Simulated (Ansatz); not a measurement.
Diatomic WF+, multiplicity 5 (lowest of 2S+1 = 1, 3, 5, 7, 9 at CCSD(T)/def2-TZVPP on PBE0 minima; our sources give no spin for the ground state, which may be another). No spin–orbit coupling.

Constants: fifth-degree fit in 1/R to seven points, most abundant isotopes. In def2 and cc sets the state is the lowest found near the PBE0 minimum, followed along R.

Codes used: Ansatz (an electronic-structure program) with Gaussian orbitals. Values without a source in brackets are computed. In def2 rows elements past Kr take small-core potentials, without spin–orbit coupling.

| level | r_e (Å) | ω_e (cm⁻¹) | α_e (cm⁻¹) | B_e (cm⁻¹) |
|---|---|---|---|---|
| SVWN5/def2-TZVPP | 1.773 | 808 | 0.0016 | 0.312 |
| PBE/def2-TZVPP | 1.795 | 767 | 0.0016 | 0.304 |
| r2SCAN/def2-TZVPP | 1.790 | 783 | 0.0016 | 0.305 |
| B97M-V/def2-TZVPP | 1.795 | 771 | 0.0016 | 0.304 |
| B3LYP/def2-TZVPP | 1.796 | 776 | 0.0016 | 0.304 |
| PBE0/def2-TZVPP | 1.784 | 792 | 0.0016 | 0.308 |
| BHLYP/def2-TZVPP | 1.788 | 792 | 0.0016 | 0.306 |
| CAM-B3LYP/def2-TZVPP | 1.789 | 790 | 0.0016 | 0.306 |
| wB97X-V/def2-TZVPP | 1.789 | 789 | 0.0016 | 0.306 |
| wB97M-V/def2-TZVPP | 1.790 | 785 | 0.0016 | 0.305 |
| B2PLYP/def2-TZVPP | 1.794 | 780 | 0.0016 | 0.304 |
| CCSD/def2-TZVPP | 1.790 | 793 | 0.0015 | 0.305 |
| CCSD/def2-QZVPP | 1.789 | 792 | 0.0015 | 0.306 |
| CCSD(T)/def2-TZVPP | 1.793 | 788 | 0.0015 | 0.304 |
| CCSD(T)/def2-QZVPP | 1.792 | 787 | 0.0015 | 0.305 |
| CCSD(T)/CBS(def2-TZVPP, def2-QZVPP) | 1.791 | 789 | 0.0015 | 0.305 |

Correlated levels freeze the inner cores; with def2 sets outer-core shells near the valence are correlated too. CBS: X⁻³ extrapolation of the correlation energy, Hartree–Fock from the larger set.
